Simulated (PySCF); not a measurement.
Electron correlation in Tc (technetium, neutral)

[Kr] 4d7, high-spin 4F determinant (an excited configuration). All numbers are calculated (PySCF 2.14, scalar relativity through the core potential, in def2-TZVPPD with the def2 core potential (28 electrons) (6s4p3d2f1g, 56 functions)). Frozen: 4s2 4p6; 7 electrons correlated.

```
  level  correlation energy (mhartree)
   CCSD                        -164.01
    (T)                          -8.60
CCSD(T)                        -172.61
```

Diagnostics: T1 = 0.0047, D1 = 0.0080, largest double amplitude 0.059.

Cost of the coupled-cluster step: of the order of 4 core-seconds, for 7 correlated electrons.

Iterations:

```
CC2 = 0
CCSD nocc = (np.int64(5), np.int64(2)), nmo = (52, 52)
frozen orbitals [[0, 1, 2, 3], [0, 1, 2, 3]]
max_cycle = 100
direct = 0
conv_tol = 1e-08
conv_tol_normt = 1e-06
diis_space = 8
diis_start_cycle = 0
Init t2, MP2 energy = -0.160190878159608
Init E_corr(UCCSD) = -0.160190878159722
cycle = 1  E_corr(UCCSD) = -0.161049481364967  dE = -0.000858603205  norm(t1,t2) = 0.0316461
cycle = 2  E_corr(UCCSD) = -0.162142252059588  dE = -0.00109277069  norm(t1,t2) = 0.0182528
cycle = 3  E_corr(UCCSD) = -0.163192000113368  dE = -0.00104974805  norm(t1,t2) = 0.0136774
cycle = 4  E_corr(UCCSD) = -0.163628139783673  dE = -0.00043613967  norm(t1,t2) = 0.00816394
cycle = 5  E_corr(UCCSD) = -0.163828083767346  dE = -0.000199943984  norm(t1,t2) = 0.0053819
cycle = 6  E_corr(UCCSD) = -0.163951207717977  dE = -0.000123123951  norm(t1,t2) = 0.00279193
cycle = 7  E_corr(UCCSD) = -0.163996374929315  dE = -4.51672113e-05  norm(t1,t2) = 0.00125506
cycle = 8  E_corr(UCCSD) = -0.163999545464896  dE = -3.17053558e-06  norm(t1,t2) = 0.000471126
cycle = 9  E_corr(UCCSD) = -0.164004540377564  dE = -4.99491267e-06  norm(t1,t2) = 0.000155648
cycle = 10  E_corr(UCCSD) = -0.164006063795825  dE = -1.52341826e-06  norm(t1,t2) = 5.07888e-05
cycle = 11  E_corr(UCCSD) = -0.164006006979363  dE = 5.68164615e-08  norm(t1,t2) = 1.84134e-05
cycle = 12  E_corr(UCCSD) = -0.164006054740604  dE = -4.77612406e-08  norm(t1,t2) = 3.15414e-06
cycle = 13  E_corr(UCCSD) = -0.164006041095404  dE = 1.36452001e-08  norm(t1,t2) = 8.05429e-07
cycle = 14  E_corr(UCCSD) = -0.16400602605923  dE = 1.50361741e-08  norm(t1,t2) = 3.11631e-07
cycle = 15  E_corr(UCCSD) = -0.164006020771018  dE = 5.2882112e-09  norm(t1,t2) = 1.17407e-07
UCCSD converged
E(UCCSD) = -80.13661427541209  E_corr = -0.1640060207710184
UCCSD(T) correction = -0.00860300226356882
```
